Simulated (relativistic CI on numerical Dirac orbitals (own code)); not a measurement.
## Magnetism of Ru⁶⁺, 4d2, in a crystal field

Calculated by Dirac-Coulomb-Breit CI, orbitals from a KLI potential per configuration, model QED (radiative potential, 1s self-energy scaled to tabulated hydrogen-like ionisation energies), one configuration in a parametric crystal field, unscaled Slater integrals (own radial code). With so little scaling, terms lie 10 to 35 % too far apart, which can change the order of excited levels.

Field parameters in Wybourne normalisation: Td as Oh with Dq negative (B⁴₀ = 21Dq, B⁴₄ = √(5/14) B⁴₀). The field is a parameter set, without covalency.

S is read from ⟨S²⟩ = S(S + 1).

Powder χT (cm³ K mol⁻¹) by Van Vleck's formula, with temperature-independent terms:

| Field | 2 K | 5 K | 10 K | 20 K | 50 K | 100 K | 200 K | 300 K |
| --- | --- | --- | --- | --- | --- | --- | --- | --- |
| Td, 10Dq = -3800 cm⁻¹ | 0.0668 | 0.0679 | 0.0697 | 0.0733 | 0.0841 | 0.102 | 0.138 | 0.174 |
| Td, 10Dq = -6800 cm⁻¹ | 0.277 | 0.278 | 0.279 | 0.282 | 0.29 | 0.303 | 0.329 | 0.355 |
| Td, 10Dq = -9850 cm⁻¹ | 0.443 | 0.443 | 0.444 | 0.446 | 0.452 | 0.462 | 0.482 | 0.501 |
| Td, 10Dq = -12850 cm⁻¹ | 0.552 | 0.553 | 0.554 | 0.555 | 0.56 | 0.568 | 0.583 | 0.599 |
| Td, 10Dq = -15900 cm⁻¹ | 0.629 | 0.63 | 0.63 | 0.632 | 0.636 | 0.642 | 0.655 | 0.668 |
| Td, 10Dq = -18950 cm⁻¹ | 0.685 | 0.685 | 0.686 | 0.687 | 0.69 | 0.696 | 0.706 | 0.717 |

Question: For Td, 10Dq = -6800 cm⁻¹: what effective moment follows at 300 K?

Answer: μ_eff = √(8χT) = 1.69 μB. The ground level has S = 1.00; the spin-only moment for S = 1 is 2.83 μB. The difference comes from the orbital moment, spin-orbit mixing of terms and temperature-independent paramagnetism, all larger in this ionic model than in covalent complexes.
